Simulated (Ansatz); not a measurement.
One change: `F[SiH](F)[NH][GeH3]` becomes `F[SiH2]N[SiH](F)F`.

Ansatz, PBE0-D4/def2-TZVP geometries, multiplicity 1. Each molecule was computed in one conformer, which needn't be the lowest.

Scalar relativity is left out up to krypton.

```
                                          property  `F[SiH](F)[NH][GeH3]`
             HOMO energy (ωB97M-V/def2-TZVPP) / eV                 -10.37
               HOMO energy (B3LYP/def2-TZVPP) / eV                  -7.81
                LUMO energy (PBE0/def2-TZVPP) / eV                   0.15
    size of the dipole moment (PBE/def2-TZVPP) / D                   2.53
size of the dipole moment (ωB97M-V/def2-TZVPP) / D                   2.62
               HOMO–LUMO gap (PBE/def2-TZVPP) / eV                   5.94
```

(1) What does the change do to each property? (Estimate.)

## Answers

(1) Ansatz gave: 
| property | `F[SiH2]N[SiH](F)F` | shift |
| --- | --- | --- |
| HOMO energy (ωB97M-V/def2-TZVPP) / eV | -11.46 | -1.09 |
| HOMO energy (B3LYP/def2-TZVPP) / eV | -8.79 | -0.98 |
| LUMO energy (PBE0/def2-TZVPP) / eV | 0.28 | 0.13 |
| size of the dipole moment (PBE/def2-TZVPP) / D | 1.39 | -1.14 |
| size of the dipole moment (ωB97M-V/def2-TZVPP) / D | 1.46 | -1.16 |
| HOMO–LUMO gap (PBE/def2-TZVPP) / eV | 7.02 | 1.08 |

With PBE0 the HOMO falls by 1.01 eV and the LUMO rises by 0.13 eV, so the gap widens by about 1.14 eV. PBE moves the HOMO by -0.94 eV and ωB97M-V by -1.09 eV. Dipoles are sizes alone; their direction can turn.

B3LYP here is the variant with VWN-RPA as its local correlation; programs differ in this.
